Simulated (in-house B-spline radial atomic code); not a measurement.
Eu²⁺. Computed with a B-spline radial atomic code. Model: non-relativistic spherical atom: semilocal Troullier-Martins pseudo-atom, one channel per l, against all electrons, high spin, G0W0 and RPA with empty states to l = 8, local potential for every l without a channel, a model core (radius 0 = none) keeps its share of the functional.

Without relativity these are model numbers for so heavy an element.

What the tables leave out is listed at the end.

The pseudopotential gives back the lowest level of each angular momentum of its own functional in the configuration it was made in; a second state of the same l is only approximately right. Exact exchange, RPA and GW see the smooth pseudo-orbitals and miss the exchange with the core, for which the functional's share stands in. The column with an uncorrelated core keeps all orbitals and exact exchange, and so separates missing core correlation from pseudisation. Only the three outermost levels and the lowest empty one were computed. RPA here is direct RPA, with no exchange kernel, and its energies carry an (l + 1/2)⁻⁴ tail. A hybrid on a potential with a model core restores only its own semilocal share of the core's exchange.

Command:
```bash
python run_psgw.py task.json out
```
Settings (lengths in bohr, energies in hartree):
```
Z                      63
electrons              61
configuration          [Xe] 4f7
generated_in           [Xe] 4f7 6s2
functional             lda,vwn
core_shells            10
radius_factor          1
core_correction        False
```

Time taken, with all properties: 21 s on 1 thread of Intel(R) Xeon(R) 6975P-C (Granite Rapids) (shared host).

Given: made with LDA VWN5; model core radius 0 bohr; local radius 1.731 bohr; mean-field start LDA VWN5.

Valence shells of the generating configuration: 5p, 4f, 6s.

Channel: s 3.4, p 1.436, d 2.089, f 1.982 (radii in bohr).

Computed: largest level miss in the spin-unpolarised generating configuration 0 eV; valence RPA correlation energy pseudo -1.1358 hartree; all-electron RPA polarisability, core included 7.5865 bohr³; pseudo-atom RPA polarisability 7.6806 bohr³.

```json
{"level": "4f up", "occupied": "1", "mean-field all-electron (eV)": "-21.096", "mean-field pseudo minus all (eV)": "-1.751", "G0W0 all-electron (eV)": "-28.751", "G0W0 uncorrelated core minus all (eV)": "0.172", "G0W0 pseudo minus all (eV)": "3.334", "exchange self-energy all-electron (eV)": "-62.274", "exchange self-energy pseudo (eV)": "-33.946"}
{"level": "5p down", "occupied": "1", "mean-field all-electron (eV)": "-35.018", "mean-field pseudo minus all (eV)": "1.417", "G0W0 all-electron (eV)": "-40.971", "G0W0 uncorrelated core minus all (eV)": "-0.496", "G0W0 pseudo minus all (eV)": "1.804", "exchange self-energy all-electron (eV)": "-26.026", "exchange self-energy pseudo (eV)": "-17.301"}
```

Question: What is the valence RPA correlation energy all-electron orbitals?

Answer: -0.74877 hartree.

Given: mean-field start PBE0.

Computed: valence RPA correlation energy all-electron orbitals -0.69766 hartree; valence RPA correlation energy pseudo -1.0949 hartree; all-electron RPA polarisability, core included 6.7884 bohr³.

| level | occupied | mean-field all-electron (eV) | mean-field pseudo minus all (eV) | G0W0 all-electron (eV) | G0W0 uncorrelated core minus all (eV) | G0W0 pseudo minus all (eV) | exchange self-energy all-electron (eV) | exchange self-energy pseudo (eV) |
| --- | --- | --- | --- | --- | --- | --- | --- | --- |
| 4f up | 1 | -23.773 | -0.43 | -29.115 | 0.113 | 3.379 | -62.799 | -33.901 |
| 5p down | 1 | -36.413 | 1.413 | -40.975 | -0.457 | 1.755 | -25.796 | -17.352 |
| 5d up (empty) | 0 | -13.152 | -0.277 | -10.411 | 0.165 | 0.064 | -7.6987 | -6.6354 |

Question: What is the pseudo-atom RPA polarisability?

Answer: 7.2367 bohr³.

Given: mean-field start Hartree-Fock.

Computed: valence RPA correlation energy all-electron orbitals -0.58468 hartree; valence RPA correlation energy pseudo -0.99374 hartree; pseudo-atom RPA polarisability 6.6603 bohr³.

```
  level  occupied  mean-field all-electron (eV)  mean-field pseudo minus all (eV)  G0W0 all-electron (eV)  G0W0 uncorrelated core minus all (eV)  G0W0 pseudo minus all (eV)  exchange self-energy all-electron (eV)  exchange self-energy pseudo (eV)
  4f up         1                       -32.046                             4.785                  -29.84                                  0.015                       2.324                                 -64.259                            -33.46
5p down         1                       -39.957                             2.844                 -40.959                                 -0.345                       1.302                                   -25.2                           -17.023
  5p up         1                       -42.958                             0.053                 -43.448                                 -0.491                      -1.063                                 -29.269                           -23.983
```

Question: What is the all-electron RPA polarisability, core included?

Answer: 5.4997 bohr³.

Among the listed levels the largest G0W0 shift of the pseudo-atom is +3.38 eV, for 4f up on the PBE0 start, while leaving the core uncorrelated moves that level by +0.11 eV. So pseudisation and the lost core exchange, not the missing core correlation, make the error. Not in the tables (levels of low weight, unsolved or above zero; the highest and the empty levels are kept at any weight): on LDA the G0W0 levels 5p up (pseudo minus all +0.88 eV, weights 0.68 and 0.42); on PBE0 the G0W0 levels 5p up (pseudo minus all -0.21 eV, weights 0.77 and 0.73).
